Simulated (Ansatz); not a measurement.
Molecule: CH₆NSi (charge 0, doublet). It need not be the lowest isomer of its formula. 
Structure (B3LYP-D3(BJ)/def2-TZVP (Ansatz, a quantum-chemistry and plane-wave program) minimum search):
SMILES: CN[SiH2]
```xyz
9

C     -1.6329     0.3857    -0.0781
N     -0.3818    -0.2032    -0.5281
Si     1.1008    -0.1663     0.3584
H     -2.2061     0.7683    -0.9263
H     -1.4198     1.2278     0.5817
H     -2.2655    -0.3193     0.4726
H     -0.5073    -0.9420    -1.2046
H      2.1762    -0.5360    -0.6071
H      1.2814     1.2381     0.8319
```
Charge 0, spin multiplicity 2.

Dipole moments at this geometry, in debye (magnitudes).

```json
[
 {"level": "revPBE/def2-TZVPD", "program": "Ansatz", "dipole (D)": "1.80"},
 {"level": "r2SCAN/def2-TZVPD", "program": "Ansatz", "dipole (D)": "1.74"},
 {"level": "B3LYP/def2-TZVPD", "program": "Ansatz", "dipole (D)": "1.70"},
 {"level": "BHLYP/def2-TZVPD", "program": "Ansatz", "dipole (D)": "1.55"},
 {"level": "r2SCANh/def2-TZVPD", "program": "Ansatz", "dipole (D)": "1.69"},
 {"level": "r2SCAN0/def2-TZVPD", "program": "Ansatz", "dipole (D)": "1.63"},
 {"level": "LC-wPBE/def2-TZVPD", "program": "Ansatz", "dipole (D)": "1.53"},
 {"level": "wB97M-V/def2-TZVPD", "program": "Ansatz", "dipole (D)": "1.62"},
 {"level": "CCSD(T)/aug-cc-pV(D+d)Z", "program": "Ansatz", "dipole (D)": "1.64"}
]
```
